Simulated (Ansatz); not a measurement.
Reaction (ligand exchange at the Si–Se bond): `[AlH2][Se][SiH3]` + `C=C=C(N)F` → `C=C=C(F)N[SiH3]` + `[AlH2][SeH]`

Program: Ansatz. Geometries: PBE0-D4/def2-TZVP. ΔE: electronic, gas phase. CBS: MP2 limit from def2 TZ/QZ plus the TZ coupled-cluster correction, frozen cores. DFT in def2-TZVPP. For Se outer-core shells are correlated without core-valence functions, which leaves a few kJ/mol of doubt a bond. Scalar relativity is left out up to krypton. Each species was taken in one conformer, which may not be the lowest.

`[AlH2][Se][SiH3]`:

Z-matrix (Å, degrees):
```
Si
Se 1 2.284
H 1 1.484 2 111.0
H 1 1.484 2 111.1 3 -121.7
H 1 1.484 2 106.5 3 119.1
Al 2 2.311 1 94.8 3 60.9
H 6 1.579 2 117.5 1 180.0
H 6 1.583 2 118.3 1 -0.0
```

`C=C=C(N)F`:

Cartesian coordinates in Å:
```
C -0.070 0.144 1.873
C -0.195 0.218 0.581
C -0.351 0.215 -0.716
N 0.278 -0.580 -1.656
F -1.258 1.019 -1.295
H 0.567 0.829 2.429
H -0.604 -0.602 2.459
H 0.667 -0.049 -2.426
H 0.966 -1.194 -1.248
```

`C=C=C(F)N[SiH3]`:

Cartesian coordinates in Å:
```
C 0.416 0.302 -2.280
C 0.691 -0.261 -1.140
C 0.903 -0.828 0.018
F 1.704 -1.908 0.112
N 0.348 -0.476 1.226
Si -1.101 0.470 1.360
H 1.070 1.053 -2.719
H -0.476 0.043 -2.847
H 0.978 -0.564 2.010
H -0.942 1.867 0.878
H -2.170 -0.190 0.573
H -1.421 0.491 2.809
```

`[AlH2][SeH]`:

```xyz
5

Al    0.051   -0.686    0.148
Se   -0.084    1.179   -1.216
H     0.155   -2.082   -0.584
H     0.033   -0.497    1.716
H    -0.156    2.086   -0.064
```

| level | ΔE (eV) |
| --- | --- |
| PBE-D4 | 0.23 |
| HF/CBS(def2) | 0.10 |

(1) What does CCSD(T)/CBS give? (Estimate.)

Largest T1 diagnostic among the species: 0.013.

## Answers

(1) The calculation gave: +0.16 eV. The listed levels differ from it by 0.07, -0.06 eV.
